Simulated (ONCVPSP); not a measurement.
## How hard is this sulfur (S) ONCV potential?

| Property | Result |
| --- | --- |
| Element | S |
| Generator | ONCVPSP 4.0.1 |
| Type | optimised norm-conserving Vanderbilt (ONCV) |
| Functional | PBE |
| Relativity | scalar-relativistic |
| Frozen core | [Ne] |
| Valence charge | 6 |
| Reference configuration | 3s2 3p4 |
| Partial waves | 3s: rc 1.20 bohr, ncon 3, nbas 8, qcut 6.3 1/bohr, 2 projectors, debl 1.7 Ha; 3p: rc 1.25 bohr, ncon 3, nbas 6, qcut 7 1/bohr, 2 projectors, debl 2.9 Ha; d scattering state at 0.16 Ha: rc 1.35 bohr, ncon 4, nbas 7, qcut 7.4 1/bohr, 2 projectors, debl 1.4 Ha |
| Local potential | polynomial inside 0.80 bohr (lpopt 5, dvloc0 0 Ha) |
| Core correction | polynomial model core, fcfact 0.45 |

Question: For each optimised wave give the share of its norm inside rc, the residual kinetic energy above qcut (Ha) and the cutoffs (Ha) for errors of 10, 1, 0.1 and 0.01 mHa per electron.

Answer:

| wave | norm inside rc | residual KE | 10 mHa | 1 mHa | 0.1 mHa | 0.01 mHa |
| --- | --- | --- | --- | --- | --- | --- |
| 3s | 0.222 | 5.6e-05 | 9.5 | 13.3 | 17.1 | 138.7 |
| s projector 2 | 0.117 | 1.2e-03 | 9.7 | 22.2 | 162.9 | 266.0 |
| 3p | 0.163 | 5.6e-05 | 4.0 | 6.0 | 15.0 | 77.1 |
| p projector 2 | 0.092 | 4.5e-03 | 7.3 | 84.7 | 134.9 | not reached |
| d projector 1 | 0.042 | 1.2e-04 | 10.6 | 20.0 | 28.1 | 82.2 |
| d projector 2 | 0.213 | 2.1e-03 | 22.2 | 29.9 | 53.8 | 91.0 |

The occupied waves need 13 Ha and 17 Ha for 1 and 0.1 mHa. Note: no bound ghost flagged; GHOST(+) flagged for s at 75.3 eV.
